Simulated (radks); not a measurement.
The numbers below are computed, except where a source is named.
Question: The mean radii <r> (bohr) of the occupied orbitals of an atom or ion are listed with their occupations. Level of theory: Dirac Kohn-Sham, PBEsol, spin-unpolarised, spherical densities, point nucleus (a radial shooting solver on a logarithmic mesh with Libxc functionals).

| orbital | occ. | <r> |
|---|---|---|
| 1s1/2 | 2 | 0.04863 |
| 2s1/2 | 2 | 0.2177 |
| 2p1/2 | 2 | 0.1884 |
| 2p3/2 | 4 | 0.1919 |
| 3s1/2 | 2 | 0.6524 |
| 3p1/2 | 2 | 0.6719 |
| 3p3/2 | 4 | 0.6826 |
| 3d3/2 | 4 | 0.7840 |
| 3d5/2 | 6 | 0.7892 |
| 4f5/2 | 2 | 6.767 |

Name the element and its charge. Open shells, if any, fill j = l - 1/2 first.

Answer: Z = 31, gallium, charge +1: Ga+ in [Ar] 3d10 4f2. The 1s radius gives Z: for a bare nucleus <r> = (2 gamma + 1)/(2Z) with gamma = sqrt(1 - (Z/c)^2), 0.04755 bohr for Z = 31, and screening makes it slightly larger (0.04863 here). The occupations add up to 30, and the charge is Z minus that.
